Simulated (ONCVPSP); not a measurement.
# An all-electron radial function and its pseudo partner (O (Z = 8))

Columns: radius, all-electron u(r) and pseudo u(r) of the 2s shell (level -24.22 eV) of oxygen in the configuration [He] 2s1 2p5; PBEsol, non-relativistic, ONCV scheme, ONCVPSP 4.0.1.

```
r (bohr)  all-electron  pseudo
   0.108       -0.4197  0.0884
   0.215       -0.2019  0.2032
   0.322        0.1498  0.3576
   0.430        0.4690  0.5381
   0.538        0.7049  0.7135
   0.645        0.8549  0.8525
   0.752        0.9344  0.9341
   0.860        0.9609  0.9609
   0.968        0.9488  0.9488
   1.075        0.9116  0.9116
   1.182        0.8589  0.8589
   1.290        0.7968  0.7968
   1.398        0.7310  0.7310
   1.505        0.6653  0.6653
   1.612        0.6013  0.6013
   1.720        0.5400  0.5400
   1.828        0.4826  0.4826
   1.935        0.4302  0.4302
   2.042        0.3823  0.3823
   2.150        0.3383  0.3383
   2.258        0.2988  0.2988
   2.365        0.2636  0.2636
   2.472        0.2322  0.2322
   2.580        0.2040  0.2040
   2.688        0.1790  0.1790
   2.795        0.1571  0.1571
```

Task: How many radial nodes do the two functions have?

Result: The all-electron 2s function has n − l − 1 = 1; the pseudo-wave has 0, since the states of the same l below it are removed with the core.

Task: At about which radius was the pseudo-wave matched?

Result: 0.85 bohr, where the columns begin to agree (steps of 0.11 bohr).

Task: Is the pseudo-wave norm-conserving?

Result: Yes: the ONCV scheme keeps the norm inside the radius equal to the all-electron one, which fixes the energy derivative of the logarithmic derivative at the level.
